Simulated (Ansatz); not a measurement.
Gas-phase electronic energies from Ansatz, PBE0-D4/def2-TZVP geometries. CCSD(T)/CBS is the MP2 limit (def2-TZVPP, def2-QZVPP) plus CCSD(T) − MP2 in def2-TZVPP, frozen cores. Functionals use def2-TZVPP. For Ge outer-core shells are correlated without core-valence functions, which leaves a few kJ/mol of doubt a bond. Scalar relativity is left out up to krypton. One conformer a species, not always the lowest.

`C[Si@@H](O)O[Si@H](O)Cl` + `C=[CH][GeH3]` → `C=C[Si@@H](O)O[Si@@H](C)O` + `[Cl][GeH3]`  (redistribution)

```
             level  ΔE (kcal/mol)
         r2SCAN-D4            6.0
               PBE            5.6
   CCSD/def2-TZVPP            5.9
SCS-MP2/def2-QZVPP            6.2
```

(1) What does CCSD(T)/CBS give? (Best estimate.)

Largest T1 diagnostic among the species: 0.012.

Answers

(1) Computed: +6.7 kcal/mol. The listed levels differ from it by -0.7, -1.1, -0.8, -0.5 kcal/mol.

In def2-TZVPP, CCSD(T) changes the Hartree–Fock value by +2.9 kcal/mol (the triples alone add +0.3 kcal/mol) and MP2 by +3.6 kcal/mol.
